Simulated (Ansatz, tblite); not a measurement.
Forces on Si₅O₆ at its PBE-D4/def2-SVP geometry. Charge 0, multiplicity 1.

The xTB rows come from tblite. The structure comes from a short search, and lower isomers may exist.

GFN1-xTB (tblite), largest force 1.93 eV/Å:

```xyz
11
positions Å, forces eV/Å
Si   -0.487    2.422   -2.082    0.425   -0.188    0.379
Si    2.306    2.217   -0.482   -0.557   -0.118   -0.186
Si   -1.193   -1.526    1.882   -0.549   -0.108    0.902
Si   -0.100   -2.287   -0.131    0.322   -0.756   -0.637
Si    0.091    0.075   -0.139   -0.112   -0.069    0.168
O    -0.778    0.933   -1.276    0.661    0.295    0.225
O     1.597    0.757    0.082   -0.494    0.379   -0.432
O    -0.754    0.030    1.329    0.048   -1.121   -0.228
O    -1.974   -1.831    3.183    0.765    0.449   -1.244
O     1.061    2.817   -1.481   -0.030   -0.315    0.013
O     0.231   -3.606   -0.884   -0.480    1.552    1.039
```

GFN2-xTB (tblite), largest force 2.60 eV/Å:

```
Si 1.321 -0.877 1.362
Si -1.924 -0.637 -0.502
Si -0.508 -0.072 0.821
Si 0.381 -1.421 -0.827
Si -0.079 0.658 0.203
O 0.941 0.388 0.407
O -0.782 0.513 -0.573
O 0.199 -0.590 -0.420
O 1.219 0.795 -1.978
O -0.242 -0.995 0.299
O -0.525 2.238 1.208
```

r2SCAN-D4/def2-TZVP (Ansatz), largest force 1.57 eV/Å:

```
Si 0.858 -0.691 0.920
Si -1.293 -0.535 -0.314
Si -0.450 0.614 0.818
Si 0.281 -1.179 -0.620
Si 0.021 1.002 0.069
O 0.710 0.236 0.339
O -0.621 0.333 -0.420
O 0.179 -0.915 -0.424
O 0.794 0.293 -1.312
O -0.141 -0.494 0.182
O -0.337 1.335 0.762
```
